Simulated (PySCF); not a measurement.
# Electronic structure of Cl (chlorine, neutral) at the TPSS level

Configuration: [Ne] 3s2 3p5, 2P determinant. All numbers are calculated (PySCF 2.14, no relativity, point nucleus, in 6-31G* (4s3p1d, 18 functions)).

```
Total energy                                                  : -460.1355 hartree
One-electron energy                                           : -634.9874 hartree
Hartree (Coulomb) energy                                      : 203.0787 hartree
Exchange-correlation energy                                   : -28.2268 hartree
Kinetic energy                                                : 459.30249 hartree
⟨S²⟩                                                          : 0.7520
⟨L²⟩                                                          : 2.009
Sum of ⟨r⟩                                                    : 15.74 bohr
Sum of ⟨r²⟩                                                   : 27.18 bohr²
Traceless quadrupole moment −½Σ⟨3z² − r²⟩ along its main axis : 1.64 e·bohr²
Density at the nucleus (Gaussians lack the cusp)              : 3030 bohr⁻³
Spin density at the nucleus                                   : 0.133 bohr⁻³
Langevin diamagnetic susceptibility                           : -21.5 ×10⁻⁶ cm³/mol
Time after the integrals                                      : 0.21 s of wall time on 1 thread of Neoverse-V2 (shared host)
```

```
shell  electrons  mean orbital energy (eV)  spread (eV)  rms radius, mean of both spins (bohr)
 1s α          1                   -2749.3            0                                  0.106
 1s β          1                   -2749.2            0                                  0.106
 2s α          1                   -252.67            0                                  0.484
 2s β          1                   -252.52            0                                  0.484
 2p α          3                   -192.13        0.652                                  0.454
 2p β          3                   -191.91        0.278                                  0.454
 3s α          1                   -21.318            0                                   1.67
 3s β          1                   -20.028            0                                   1.67
 3p α          3                    -9.021        1.571                                   1.99
 3p β          2                    -8.086            0                                   1.99
```
